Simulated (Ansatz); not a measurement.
Energy needed to pull apart SnH3F (SMILES [F][SnH3]), closed shell, into free ground-state atoms, from the structure below (displaced at random from its PBE0-D4/def2-TZVP minimum); no zero-point or spin–orbit terms; open-shell atoms are treated unrestricted, in their ground-state multiplicity.

```xyz
5
angstrom
F -1.2152 0.7208 0.9343
Sn 0.0033 -0.1224 -0.0736
H -0.5457 0.0573 -1.6219
H 0.2978 -1.6403 0.6140
H 1.5241 0.8714 0.2639
```

Ansatz 0.2.0; basis: def2-TZVPP; cores frozen in the correlated methods. Filled d shells of the heavier atoms are correlated. Core potentials replace the inner electrons of the atoms past krypton. The def2 sets are not built for correlating such inner shells, so the correlated values are less sure here.

```tsv
method	atomization energy (kcal/mol)
PBE-D4	285.8
r2SCAN-D4	288.1
PBE0-D4	?
wB97M-V	288.6
HF	202.3
MP2	280.3
CCSD	?
CCSD(T)	285.2
```

What does CCSD give? (Judge from chemistry; the value comes from the calculation.)

Computed: 281.5 kcal/mol, which is about 3.6 kcal/mol less than CCSD(T)/def2-TZVPP.

What does PBE0-D4 give? (To be estimated.)

The calculation gives: 281.4 kcal/mol, which is about 3.7 kcal/mol less than CCSD(T)/def2-TZVPP.

In triple zeta the MP2 and coupled-cluster atomization energies are still short of their basis limit by a few kcal/mol a bond, whereas those of the functionals are nearly converged, so these differences are not deviations from converged CCSD(T).

The T1 diagnostic stays at or below 0.014.

For scale, one of the runs: CCSD(T)/def2-TZVPP forces, 123 basis functions (an equivalent command: `ansatz run in.yaml --threads 2`). Time: 59 s of wall clock on 2 CPU threads; the host was shared. Peak host memory: 1.1 GiB.
